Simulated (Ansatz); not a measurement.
Consider the redistribution: `[SiH3]N[SiH2]S` + `O[SiH2][O][GeH2][OH]` → `O[SiH2]O[SiH2]S` + `[OH][GeH2][NH][SiH3]`.

Isolated molecules relaxed with PBE0-D4/def2-TZVP in Ansatz; ΔE leaves out vibrations. CBS: MP2 limit from def2 TZ/QZ plus the TZ coupled-cluster correction, frozen cores. DFT in def2-TZVPP. B3LYP here is the variant with VWN-RPA as its local correlation; programs differ in this. For Ge outer-core shells are correlated without core-valence functions, which leaves a few kJ/mol of doubt a bond. Scalar relativity is left out up to krypton. Each species was taken in one conformer, which may not be the lowest.

```
             level  ΔE (kcal/mol)  difference from CCSD(T)/CBS
         r2SCAN-D4           -5.5                          0.4
           PBE0-D4           -5.5                          0.4
          B3LYP-D4           -5.8                          0.1
           ωB97X-V           -5.4                          0.5
              PBE0           -5.0                          0.9
     HF/def2-TZVPP           -4.9                          1.0
CCSD(T)/def2-TZVPP           -5.6                          0.3
    MP2/def2-QZVPP           -5.9                          0.0
SCS-MP2/def2-QZVPP           -5.5                          0.4
      HF/CBS(def2)           -4.8                          1.1
       CCSD(T)/CBS           -5.9                            0
```

Largest T1 diagnostic among the species: 0.012.

The D4 term adds −0.9 kcal/mol with B3LYP and −0.5 kcal/mol with PBE0; it sums over pairs of atoms, weighted by their polarisabilities, and B3LYP, whose exchange is more repulsive, gets the larger term.
